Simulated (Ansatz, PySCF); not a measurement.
Process, species as SMILES: N[SiH3] -> [SiH3] (SiH3) + [NH2] (NH2) (the N-Si bond at the site shown breaks; other sites are not compared here)
Each molecule is optimised on its own at B3LYP-D3(BJ)/def2-TZVP (Ansatz, a first-principles code). Frequencies are from Ansatz or PySCF.

Property: bond dissociation energy (enthalpy at 298 K, with B3LYP-D3(BJ) rigid-rotor harmonic-oscillator terms), in kcal/mol. Valence correlation only, unless marked. UHF or UKS for open shells. Spin-orbit coupling is left out. Non-relativistic. Basis-set limits of correlation are two-point, X^-3; Hartree-Fock from the larger set.

Level to compare with: CCSD(T)/CBS(def2-TZVPPD,def2-QZVPPD) (Ansatz), 102.9 kcal/mol. It is a level with limits of its own, and the differences hold the functionals' basis error too.

Problem. Rank these functionals by how close they come to CCSD(T)/CBS(def2-TZVPPD,def2-QZVPPD), closest first: wB97M-V/def2-TZVPD (Ansatz); BHLYP/def2-TZVPD (Ansatz); LC-wPBE/def2-TZVPD (Ansatz).

Solution. wB97M-V/def2-TZVPD (range-separated hybrid meta-GGA with VV10, 103.5 kcal/mol, difference 0.6), LC-wPBE/def2-TZVPD (range-separated hybrid, 99.0 kcal/mol, difference -3.9), BHLYP/def2-TZVPD (global hybrid, 95.6 kcal/mol, difference -7.3)
